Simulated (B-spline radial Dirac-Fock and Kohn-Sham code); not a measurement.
Isotope-shift constants of the inner levels of Rh³⁺

System: Rh³⁺, [Kr] 4d6.

Input of the calculation (task.json; shells as n, l, electrons):

```json
{"items": [{
  "Z": 45,
  "q": 3,
  "cfg": [[1, 0, 2], [2, 0, 2], [2, 1, 6], [3, 0, 2], [3, 1, 6], [3, 2, 10], [4, 0, 2], [4, 1, 6], [4, 2, 6]],
  "A": 103,
  "rrms": 4.4945,
  "do": "isoshift",
  "isotopes": [[103, 102.905494081, 4.4945]]
}]}
```

Launch: `python xray2_run.py task.json out`

Calculated with a radial finite-basis atomic code, using first-order field-shift and mass-shift constants from Dirac-Fock ground and hole states with a Fermi nucleus; the mass shift has no relativistic recoil terms. A binding energy shifts by δE = F·δ⟨r²⟩ + (K_N + K_S)·δ(1/M); F is taken for a change of radius at fixed skin thickness and so holds the higher radial moments.

```csv
level,F (meV/fm²),K_N (meV u),K_S (meV u)
K (1s),-45.93,-12800,5943
L1 (2s),-5.122,-1906,-143.4
L2 (2p1/2),0.2540,-1758,2328
L3 (2p3/2),0.3290,-1678,2117
M1 (3s),-0.9487,-373.6,-142.2
M2 (3p1/2),0.05894,-315.2,279.2
M3 (3p3/2),0.07443,-301.2,224.7
M4 (3d3/2),0.06336,-198.2,244.1
M5 (3d5/2),0.06220,-195.6,238.3
```
